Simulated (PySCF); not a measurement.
Electron correlation in Ag²⁺ (silver, charge +2)

[Kr] 4d8 5s1, high-spin 4F determinant (an excited configuration). Computed with PySCF 2.14 in ANO-RCC-VTZP, with the spin-free X2C one-electron Hamiltonian (Gaussian nucleus). Frozen: [Ar] 3d10; 17 electrons correlated.

```
  level  correlation energy (mhartree)
   CCSD                        -465.93
    (T)                          -9.18
CCSD(T)                        -475.11
```

Diagnostics: T1 = 0.0072, D1 = 0.0250, largest double amplitude 0.018.

Cost of the coupled-cluster step: about 14 core-seconds, for 17 correlated electrons.

Iterations:

```
CC2 = 0
CCSD nocc = (np.int64(10), np.int64(7)), nmo = (54, 54)
frozen orbitals [[0, 1, 2, 3, 4, 5, 6, 7, 8, 9, 10, 11, 12, 13], [0, 1, 2, 3, 4, 5, 6, 7, 8, 9, 10, 11, 12, 13]]
max_cycle = 100
direct = 0
conv_tol = 1e-08
conv_tol_normt = 1e-06
diis_space = 8
diis_start_cycle = 0
Init t2, MP2 energy = -0.465540515321572
Init E_corr(UCCSD) = -0.465540515324968
cycle = 1  E_corr(UCCSD) = -0.459160365341502  dE = 0.00638014998  norm(t1,t2) = 0.0445002
cycle = 2  E_corr(UCCSD) = -0.465498182681513  dE = -0.00633781734  norm(t1,t2) = 0.00911785
cycle = 3  E_corr(UCCSD) = -0.465608525401412  dE = -0.00011034272  norm(t1,t2) = 0.00353423
cycle = 4  E_corr(UCCSD) = -0.465947786188322  dE = -0.000339260787  norm(t1,t2) = 0.00104795
cycle = 5  E_corr(UCCSD) = -0.465936973466851  dE = 1.08127215e-05  norm(t1,t2) = 0.000166805
cycle = 6  E_corr(UCCSD) = -0.465929128687241  dE = 7.84477961e-06  norm(t1,t2) = 4.48741e-05
cycle = 7  E_corr(UCCSD) = -0.465932105759153  dE = -2.97707191e-06  norm(t1,t2) = 9.25855e-06
cycle = 8  E_corr(UCCSD) = -0.465931962665751  dE = 1.43093402e-07  norm(t1,t2) = 1.20575e-06
cycle = 9  E_corr(UCCSD) = -0.465931931816181  dE = 3.08495706e-08  norm(t1,t2) = 2.20607e-07
cycle = 10  E_corr(UCCSD) = -0.465931934504008  dE = -2.68782746e-09  norm(t1,t2) = 4.31425e-08
UCCSD converged
E(UCCSD) = -5311.868998057078  E_corr = -0.4659319345040083
UCCSD(T) correction = -0.00918225722783564
```
